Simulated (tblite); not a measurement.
C6H13OPSi.
Atom-mapped SMILES: `[CH2:1]=[CH:2][P@:3](=[O:4])([CH2:5][SiH3:6])[CH:7]1[CH2:8][CH2:9]1` (hydrogens: H10, H11 on C1; H12 on C2; H13, H14 on C5; H15, H16, H17 on Si6; H18 on C7; H19, H20 on C8; H21, H22 on C9)

A start from a force field or distance geometry was refined with tblite, GFN2-xTB geometry optimisation, gas phase. Values at the start:

| coordinate | start |
| --- | --- |
| C1=C2 | 1.334 Å |
| C1–H10 | 1.093 Å |
| C1–H11 | 1.084 Å |
| C2–P3 | 1.758 Å |
| P3=O4 | 1.499 Å |
| P3–C5 | 1.775 Å |
| P3–C7 | 1.836 Å |
| C5–Si6 | 1.827 Å |
| C5–H14 | 1.085 Å |
| Si6–H15 | 1.480 Å |
| C7–C8 | 1.503 Å |
| C7–C9 | 1.508 Å |
| C7–H18 | 1.086 Å |
| C8–C9 | 1.508 Å |
| C8–H19 | 1.088 Å |
| C9–H21 | 1.087 Å |
| C1–C2–P3 | 123.1° |
| C2–P3–O4 | 124.3° |
| C2–P3–C5 | 108.2° |
| C2–P3–C7 | 101.2° |
| P3–C7–C8 | 119.3° |
| P3–C7–C9 | 119.8° |
| O4–P3–C7 | 102.5° |
| C5–P3–C7 | 102.9° |
| C1–C2–P3–O4 | 9° |
| C2–P3–C5–Si6 | 77° |
| C2–P3–C7–C8 | -90° |
| P3–C7–C8–C9 | -110° |

Task: How do these coordinates change at the GFN2-xTB level?

Result: 
| coordinate | GFN2-xTB (Å or °) | change |
| --- | --- | --- |
| C5–Si6 | 1.900 | +0.073 |
| C2–P3 | 1.814 | +0.056 |
| P3–C5 | 1.824 | +0.049 |
| P3=O4 | 1.466 | -0.033 |
| C8–C9 | 1.490 | -0.018 |
| C1–H10 | 1.079 | -0.014 |
| C1=C2 | 1.321 | -0.013 |
| Si6–H15 | 1.467 | -0.013 |
| P3–C7 | 1.826 | -0.010 |
| C8–H19 | 1.080 | -0.008 |
| C7–C9 | 1.500 | -0.008 |
| C9–H21 | 1.081 | -0.006 |
| C5–H14 | 1.091 | +0.006 |
| C1–H11 | 1.079 | -0.005 |
| C7–H18 | 1.082 | -0.004 |
| C7–C8 | 1.499 | -0.004 |
| O4–P3–C7 | 113.5 | +11.0 |
| C2–P3–O4 | 114.2 | -10.1 |
| P3–C7–C9 | 114.7 | -5.1 |
| P3–C7–C8 | 115.2 | -4.1 |
| C1–C2–P3 | 119.0 | -4.1 |
| C2–P3–C5 | 105.7 | -2.5 |
| C2–P3–C7 | 103.3 | +2.1 |
| C5–P3–C7 | 104.4 | +1.5 |
| C1–C2–P3–O4 | -2 | -11 |
| P3–C7–C8–C9 | -105 | +5 |
| C2–P3–C5–Si6 | 73 | -4 |
| C2–P3–C7–C8 | -93 | -3 |

The energy falls by 10.7 kcal/mol over 56 L-BFGS steps, the largest force on an atom goes from 4.39 to 0.010 eV/Å, and the atoms move by 0.102 Å rms after alignment. The bond that changes most is C5–Si6 (sp3 carbon bound to silicon to SiH3 silicon), which lengthens by 0.073 Å. Bonds longer at the end by more than 0.005 Å: 4 of 22; shorter: 12. Among the dihedrals that turn most is O4–P3–C5–Si6, from -66° to -54°. Rotational constants go from 1695, 866.1, 681.9 to 1728, 852.7, 679.3 MHz.

Hardware: one thread of an Arm Neoverse V2, on a shared host. Cost: 0.48 s of wall time.

Its GFN2-xTB frequencies are all real (lowest 33 cm⁻¹). The numbers are those of one conformer.

The numbers are calculated, not measured.
